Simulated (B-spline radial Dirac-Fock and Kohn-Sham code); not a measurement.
Elastic and transport cross sections of vanadium for electrons

Method: relativistic (Dirac) partial waves in the static field of the Dirac-Fock atom with Furness-McCarthy exchange, without polarisation or absorption potentials. Computed with a B-spline atomic structure program. σ_tr1 and σ_tr2 weight the cross section with 1 − P₁ and 1 − P₂ of cos θ; "backward" is the share scattered beyond 90°.

```tsv
energy (eV)	σ (a₀²)	σ_tr1 (a₀²)	σ_tr2 (a₀²)	σ/σ_tr1	backward (%)
15100	1.04	0.0131	0.0306	79.2	0.15
18900	0.865	0.00894	0.0212	96.8	0.12
20000	0.826	0.00811	0.0193	102	0.11
21700	0.771	0.00704	0.0168	110	0.098
28700	?	?	?	?	?
30000	0.588	0.00401	0.00980	147	0.066
34300	0.526	0.00318	0.00782	165	0.056
36100	0.504	0.00291	0.00717	173	0.052
45300	0.417	0.00196	0.00488	213	0.040
46600	0.408	0.00186	0.00466	219	0.038
46700	0.407	0.00186	0.00464	219	0.038
48200	0.397	0.00176	0.00440	226	0.037
50000	0.385	0.00165	0.00413	234	0.035
64200	0.315	0.00107	0.00271	295	0.026
70200	0.293	0.000915	0.00233	321	0.023
100000	0.224	0.000498	0.00129	449	0.015
158000	0.163	0.000231	0.000608	707	0.0079
200000	0.141	0.000157	0.000416	901	0.0057
300000	0.114	8.16e-05	0.000220	1390	0.0031
```

Q: Fill in the row for 28.7 keV.

A: σ = 0.610 a₀², σ_tr1 = 0.00433 a₀², σ_tr2 = 0.0106 a₀², σ/σ_tr1 = 141, backward 0.069 %. The ratio σ/σ_tr1 is roughly the number of elastic collisions that randomise the direction.
